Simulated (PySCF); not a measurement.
Spin-rotation constants: SMILES COc1nc(CO)no1, C4H6N2O3

Geometry:
```tsv
atom	x (Å)	y (Å)	z (Å)
C1	2.939	-0.264	-0.178
O2	2.194	0.922	-0.433
C3	0.896	0.771	-0.396
N4	0.214	-0.312	-0.165
C5	-1.074	0.132	-0.251
C6	-2.257	-0.752	-0.092
O7	-3.451	-0.049	0.098
N8	-1.162	1.401	-0.521
O9	0.133	1.844	-0.620
H10	3.984	0.026	-0.244
H11	2.704	-1.029	-0.920
H12	2.709	-0.652	0.816
H13	-2.110	-1.402	0.776
H14	-2.315	-1.397	-0.986
H15	-3.409	0.770	-0.411
```

Computed with GIAO KT3/pcSseg-1 magnetisability, rotational g tensor and spin-rotation constants, non-relativistic, gas phase (PySCF 2.14.0). Geometry: GFN2-xTB.

Q: Give the nuclear spin-rotation constants along the inertial axes (H = +C I·J) beside the isotropic shieldings.

A: Rotational constants 5.0619, 0.9481, 0.8089 GHz. A star marks the isotopologue with that one atom substituted, in its own axes.
| atom | isotope | Caa (kHz) | Cbb (kHz) | Ccc (kHz) | mean (kHz) | σ (ppm) |
| --- | --- | --- | --- | --- | --- | --- |
| N4 | 14N | 0.905 | 0.132 | 0.036 | 0.358 | 51.7 |
| N8 | 14N | 1.218 | 0.172 | 0.098 | 0.496 | -85.5 |
| H10 | 1H | 0.306 | -0.104 | -0.084 | 0.040 | 27.6 |
| H11 | 1H | -0.439 | -0.062 | 0.002 | -0.167 | 27.5 |
| H12 | 1H | -0.420 | -0.062 | -0.001 | -0.161 | 27.5 |
| H13 | 1H | -0.496 | -0.001 | -0.025 | -0.174 | 26.7 |
| H14 | 1H | -0.463 | -0.064 | 0.030 | -0.166 | 26.3 |
| H15 | 1H | -0.549 | -0.010 | -0.089 | -0.216 | 30.3 |
| C1 | 13C* | 1.116 | 0.154 | 0.192 | 0.487 | 124.3 |
| O2 | 17O* | -0.628 | -0.226 | -0.064 | -0.306 | 216.8 |
| C3 | 13C* | 2.283 | 0.368 | 0.237 | 0.963 | 12.8 |
| C5 | 13C* | 2.577 | 0.351 | 0.176 | 1.035 | 22.2 |
| C6 | 13C* | 0.979 | 0.213 | 0.179 | 0.457 | 120.8 |
| O7 | 17O* | -0.433 | -0.036 | -0.065 | -0.178 | 314.6 |
| O9 | 17O* | -2.085 | -0.349 | -0.182 | -0.872 | -14.0 |

For the geometry as given, no vibrational averaging.
